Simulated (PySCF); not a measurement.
A structure optimised at B3LYP-D3(BJ)/def2-SVP, used in a PySCF frequency run:

```xyz
11

C      0.4685    -3.1723     0.0000
C      0.1964    -1.9902     0.0000
C     -0.1205    -0.5996     0.0000
F     -1.4487    -0.3514     0.0000
C      0.7433     0.4270     0.0000
Si     0.1889     2.2211     0.0000
H      0.7102    -4.2189     0.0000
H      1.8046     0.1654     0.0000
H     -0.6259     2.5250    -1.2107
H     -0.6259     2.5250     1.2107
H      1.4049     3.0822     0.0000
```

### Question
Write its SMILES, formula and point group.

### Answer
C#C/C(F)=C/[SiH3], C4H5FSi, Cs

### Question
What are its rotational constants (standard atomic weights)?

### Answer
8.4044, 1.4076, 1.2229 GHz
